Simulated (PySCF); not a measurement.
Below is a simulated gas-phase C 1s photoelectron spectrum of `CCCBN(C)C`.

Every computed line was given a Gaussian of 0.8 eV full width at half maximum and an area set by the number of equivalent atoms; the highest printed point is 100. Level of theory: PySCF 2.14.0, delta-SCF UKS SCAN, pcX-2 on the ionised atom, pcseg-1 elsewhere, spin-free X2C.

```csv
binding energy (eV),intensity
288.3,0
288.4,0
288.5,1
288.6,2
288.7,3
288.8,6
288.9,11
289.0,17
289.1,26
289.2,34
289.3,43
289.4,50
289.5,56
289.6,60
289.7,64
289.8,69
289.9,77
290.0,86
290.1,95
290.2,100
290.3,99
290.4,91
290.5,78
290.6,63
290.7,50
290.8,41
290.9,39
291.0,45
291.1,56
291.2,71
291.3,85
291.4,94
291.5,96
291.6,91
291.7,78
291.8,62
291.9,45
292.0,30
292.1,18
292.2,10
292.3,5
292.4,2
292.5,1
292.6,0
```

Q: How many maxima does the curve show, and how many computed lines lie under it?

A: The curve has 2 maxima (at 290.2 and 291.5 eV). Under it lie 4 lines from 4 inequivalent carbon sites. At this width some lines have no maximum of their own.

Q: Decompose the envelope and assign each component. Numbering: `[CH3:1][CH2:2][CH2:3][BH:4][N:5]([CH3:6])[CH3:7]`.

A: 
| position (eV) | relative area | line | atoms | environment |
| --- | --- | --- | --- | --- |
| 289.49 | 1 | C 1s | C3 | sp3 carbon bound to boron |
| 290.26 | 1 | C 1s | C2 | chain CH2 carbon |
| 290.27 | 1 | C 1s | C1 | methyl carbon |
| 291.48 | 2 | C 1s | C6/C7 | N-methyl carbon |

Q: What are the centre and the root-mean-square width of the whole band?

A: The area-weighted mean of the lines is 290.60 eV. Their own spread about it is 0.78 eV (rms) and each Gaussian has σ = 0.8/2.355 = 0.34 eV; the variances add, which gives 0.85 eV.

The listed C 1s values span 1.99 eV, from C3 (bonded to C, 2 H and B) to C6/C7 (bonded to N and 3 H). The widest gap between neighbouring values is 1.21 eV, between 290.27 and 291.48 eV. Summing the Pauling electronegativity differences to the bonded atoms, each weighted by its formal bond order, gives -1.21 for the lowest site and -0.56 for the highest; no listed site has a larger sum than the highest. The values 290.26 and 290.27 eV lie too close for their order to be trusted.

Shake-up satellites, vibrational structure and lifetime widths aren't simulated. Topologically equivalent atoms share the value of their first member; where this conformer doesn't relate them by symmetry, their own values could differ. One conformer (not necessarily the lowest) at the PBE0-D3(BJ)/def2-SVP geometry, without solvent, vibrations or thermal averaging.

On one thread of an Arm Neoverse V2, no GPU, shared host with 192 logical CPUs at a one-minute load of 111, this took 82 s wall and 0.88 GiB of memory at its peak.

The values belong to the conformer `[CH3:1][CH2:2][CH2:3][BH:4][N:5]([CH3:6])[CH3:7]`: C1–C2–C3–B4 -176°, C2–C3–B4–N5 -89°, C3–B4–N5–C6 178°.
